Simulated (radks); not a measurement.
Question: Species: Ne7+. Configuration: [He] 2s1 (the NIST ground configuration). All-electron calculation, non-relativistic Kohn-Sham, BLYP, spin-unpolarised, spherical densities, point nucleus; without spin polarisation the odd electron is poorly described. Program: a radial shooting solver on a logarithmic mesh with Libxc functionals. Some entries of the table are withheld. Estimate them.

| orbital | occ. | eigenvalue (eV) | r(max) (bohr) |
|---|---|---|---|
| 1s | 2 | -1087.587 | 0.1026 |
| 2s | 1 | (1) | (2) |
| 2p | 0 | -207.0765 | 0.4806 |
| 3s | 0 | -91.9200 | 1.563 |

Answer: 
(1) 2s eigenvalue (eV): -222.8024
(2) 2s r(max) (bohr): 0.5886
